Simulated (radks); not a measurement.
Neutral nitrogen, [He] 2s2 2p3. Calculated with a radial shooting solver on a logarithmic mesh with Libxc functionals: non-relativistic Kohn-Sham, exchange-only LDA, spin-polarised, spherical densities, point nucleus. Every spin shell is full or empty, so the densities are truly spherical. Functionals are evaluated on that one density, not self-consistently. Rank these orbital-free kinetic functionals by their error against the exact value of the orbitals, and give that value: Thomas-Fermi, TF + vW/5, LC94, revAPBEK, Perdew 92, Thakkar, Pearson, LKT, DePristo-Kress.

Answer. Exact: 53.7093 hartree. From best to worst, with 100 (|E| - |E exact|)/|E exact| (equal figures are ties): LC94 +0.07, Thakkar +0.16, Perdew 92 -0.21, DePristo-Kress -0.77, revAPBEK +0.79, Pearson -3.21, TF + vW/5 +6.96, Thomas-Fermi -9.21, LKT +44.77.
